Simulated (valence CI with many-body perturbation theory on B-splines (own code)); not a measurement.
Questions on Hf II

Calculated by relativistic CI+MBPT: three valence electrons over a frozen Dirac-Fock core [Xe] 4f14, a basis of 7 s, 7 p, 8 d, 6 f, 4 g, 1 h functions for each j, with the one-electron correlation potential Σ1 (screened to all orders), the two-electron term Σ2, the three-electron term Σ3, Breit, model QED; selected single and double excitations, second order for the rest, scaled by the run's own slope (own B-spline code, finite nucleus).

Against 8 measured levels this calculation errs by 549 cm⁻¹ on average and by 883 at most. These come from a selection out of the NIST Handbook of Basic Atomic Spectroscopic Data. Levels without a partner in it may be off by more, other configurations by 1,000 to 4,000 cm⁻¹.

Names give the largest LS component (configuration and term), which can be under half, so a name can repeat, a term be missing and a line seem to break the LS rules; names also repeat where a configuration has a term twice.

Rates and lifetimes use the calculated energies. Strong lines usually hold to 10 to 20 %, long lifetimes can be off by a factor of two.

What is the ground level?

5d 6s2 2D_3/2, composition 73 % 5d 6s2 2D + 14 % 5d2 6s 2D + 5 % 5d2 6s 4F, g = 0.781.

How well does LS coupling describe the low levels?

Among the lowest 20 levels the leading LS term, summed over configurations, holds 81 % on average. For single configurations the figures are 72 % in LS and 62 % in jj coupling. Terms mix most in the J = 3/2 level at 17272 cm⁻¹, where the leading one holds 41 %.

Where does the other parity begin?

At 5d 6s 6p 4F°_3/2, 27849 cm⁻¹.

What are the static dipole polarisabilities of the lowest levels?

5d 6s2 2D_3/2 57.2 (tensor 2.0); 5d 6s2 2D_5/2 56.1 (tensor 1.3); 5d2 6s 4F_3/2 55.6 (tensor -0.80); 5d2 6s 4F_5/2 55.4 (tensor 0.26) bohr³, of which the core gives 3.20.

Name the longest-lived excited levels whose lifetime is computed, and their main decay.

5d2 6s 4P_1/2 at 11481 cm⁻¹ lives 12.4 s, mostly by E2 to 5d2 6s 4F_3/2; 5d2 6s 4F_9/2 at 7478 cm⁻¹ lives 4.87 s, mostly by M1 to 5d2 6s 4F_7/2. The lifetime of 5d2 6s 4F_3/2 is too uncertain to give, and may be longer. The lifetime of 5d2 6s 4F_5/2 is too uncertain to give, and may be longer.

Among levels below 30429 cm⁻¹, which E1 lines absorb most strongly from the ground level?

to 5d 6s 6p 4F°_5/2 at 343.6 nm, f = 0.0761; to 5d 6s 6p 4F°_3/2 at 359.1 nm, f = 0.0355; to 5d 6s 6p 4D°_1/2 at 341.8 nm, f = 0.00599.

What is the ionisation energy?

14.322 eV; NIST lists 14.61 ± 0.04 eV (theoretical).
